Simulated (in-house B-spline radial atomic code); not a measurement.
Ru³⁺. Computed with a B-spline radial atomic code. Model: all-electron spherical atom, spin shells full or empty, radial basis limit, no spin-orbit coupling, Breit or QED, empty-state partial waves extrapolated as (l+1/2)^-4, RPA, G0W0 and static COHSEX of the highest shell as one setting changes (uncorrelated shells keep exact exchange).

Empty levels are discrete states of a finite basis, so the steps are uneven.

Given: element Ru; charge 3; filled core Kr; hamiltonian one-electron scalar X2C; mean-field start PBE0; highest l of empty states 9; nuclear rms radius 4.4809 fm; lowest nl shells left uncorrelated 7; highest mean-field shell 4d up; box radius 14.14 bohr.

Shell: 4d 5 0 (electrons up and down).

```tsv
highest empty level kept (hartree)	RPA correlation energy (hartree)	G0W0 level (eV)	G0W0 minus most complete (meV)	COHSEX level (eV)	linearised minus solved G0W0 (meV)
5.33	-0.39018	-45.513	577.4	-46.852	-14.6
10.67	-0.45838	-45.765	325	-47.569	-16.4
18.67	-0.49875	-45.922	167.9	-48.064	-17.6
32	?	?	?	?	?
53.33	-0.53859	-46.071	19.3	-48.521	-18.8
96	?	?	?	?	?
160	-0.54362	-46.088	2.3	-48.575	-19
320	-0.54411	-46.09	0.7	-48.581	-19
640	-0.54425	-46.09	0.2	-48.584	-19
1333.3	-0.5443	-46.09	0	-48.584	-19
3200	-0.54431	-46.09	0	-48.584	-19
10667	-0.54431	-46.09	0	-48.584	-19
```

What follows for highest empty level kept = 96?

RPA correlation energy -0.54262 hartree; G0W0 level -46.084 eV; G0W0 minus most complete 5.8 meV; COHSEX level -48.562 eV; linearised minus solved G0W0 -19 meV.

What follows for highest empty level kept = 32?

RPA correlation energy -0.52592 hartree; G0W0 level -46.025 eV; G0W0 minus most complete 64.9 meV; COHSEX level -48.392 eV; linearised minus solved G0W0 -18.5 meV.
